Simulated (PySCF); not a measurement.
Two-photon absorption: `[SiH3]C1=CC1=C1C=CC=C1`, C8H8Si

Geometry:
```json
{"atom": "Si1", "x (Å)": "2.994", "y (Å)": "0.203", "z (Å)": "0.013"}
{"atom": "C2", "x (Å)": "1.450", "y (Å)": "-0.793", "z (Å)": "-0.302"}
{"atom": "C3", "x (Å)": "0.825", "y (Å)": "-1.896", "z (Å)": "-0.729"}
{"atom": "C4", "x (Å)": "0.013", "y (Å)": "-0.858", "z (Å)": "-0.235"}
{"atom": "C5", "x (Å)": "-1.178", "y (Å)": "-0.294", "z (Å)": "0.082"}
{"atom": "C6", "x (Å)": "-1.374", "y (Å)": "1.026", "z (Å)": "0.656"}
{"atom": "C7", "x (Å)": "-2.718", "y (Å)": "1.204", "z (Å)": "0.821"}
{"atom": "C8", "x (Å)": "-3.412", "y (Å)": "0.014", "z (Å)": "0.362"}
{"atom": "C9", "x (Å)": "-2.493", "y (Å)": "-0.893", "z (Å)": "-0.083"}
{"atom": "H10", "x (Å)": "3.046", "y (Å)": "0.517", "z (Å)": "1.468"}
{"atom": "H11", "x (Å)": "2.891", "y (Å)": "1.461", "z (Å)": "-0.779"}
{"atom": "H12", "x (Å)": "4.187", "y (Å)": "-0.587", "z (Å)": "-0.400"}
{"atom": "H13", "x (Å)": "0.924", "y (Å)": "-2.892", "z (Å)": "-1.157"}
{"atom": "H14", "x (Å)": "-0.577", "y (Å)": "1.729", "z (Å)": "0.900"}
{"atom": "H15", "x (Å)": "-3.203", "y (Å)": "2.092", "z (Å)": "1.230"}
{"atom": "H16", "x (Å)": "-4.494", "y (Å)": "-0.123", "z (Å)": "0.377"}
{"atom": "H17", "x (Å)": "-2.684", "y (Å)": "-1.885", "z (Å)": "-0.492"}
```

Method: TDDFT CAM-B3LYP/aug-cc-pVDZ excited states, vertical, gas phase in PySCF. Geometry: PBE0-D3(BJ)/def2-SVP.

**Question.** Give the one- and two-photon strengths of the lowest singlets.

**Answer.** δ for parallel linear polarisation; σ at the peak of a Lorentzian of half width 0.1 eV, single beam; Ω is circular over linear.
```
state  E (eV)      f  photon λ (nm)  δ (au)  σ (GM)     Ω                                main
   S1    3.81  0.051            650     351    1.87  1.05                    HOMO−1→LUMO 0.91
   S2    3.86  0.022            643    79.3    0.43  0.84    HOMO→LUMO 0.59, HOMO→LUMO+2 0.32
   S3    4.29  0.014            577    40.8    0.28  0.11    HOMO→LUMO+2 0.60, HOMO→LUMO 0.34
   S4    4.78  0.646            519    9.75    0.08  1.33                  HOMO−1→LUMO+2 0.87
   S5    5.07  0.000            489     188    1.77  1.50  HOMO→LUMO+1 0.49, HOMO→LUMO+5 0.41
   S6    5.20  0.002            477    31.9    0.32  1.50                  HOMO−1→LUMO+1 0.76
```

Among these, the strongest one-photon state is S4, the strongest two-photon state S1, with a dipole change of 7.5 D (relaxed, norm of the difference vector).
